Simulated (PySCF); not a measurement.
**Stationary points of PbH₂**

These are results of PBE0/[Pb def2-TZVP with ECP60, H def2-TZVP], scalar-relativistic core potentials, density fitting, no spin–orbit coupling, PySCF, not measurements.

Relaxations began from a few typed shapes. The search is not exhaustive: other isomers or separated fragments can lie lower, and high-lying points may rest on an excited occupation.

```
   spin  group              bonds         angles  imaginary modes (cm⁻¹)  ΔE (kJ/mol)  ΔE with ZPE (kJ/mol)
singlet    C2v  Pb–H 1.843 Å (×2)   H–Pb–H 90.1°                    none          0.0                   0.0
singlet    D∞h  Pb–H 1.653 Å (×2)  H–Pb–H 180.0°                   2386i        331.8                     –
```

The lowest minimum found is the singlet C2v: Pb–H 1.843 Å (×2); H–Pb–H 90.1°.

Counting electrons, lead keeps 2 of its valence electrons outside its bonds, so the VSEPR class is AX2E1 and the expected shape is bent (C2v), as computed. The angle of 90° is close to 90°: the heavy centre bonds with nearly pure p orbitals and keeps its lone pair s-like.

For the lowest minimum: with an element this heavy the missing spin–orbit coupling can shift these numbers.

The electron or spin density has lower symmetry than the nuclear frame for the singlet D∞h at 331.8 kJ/mol.
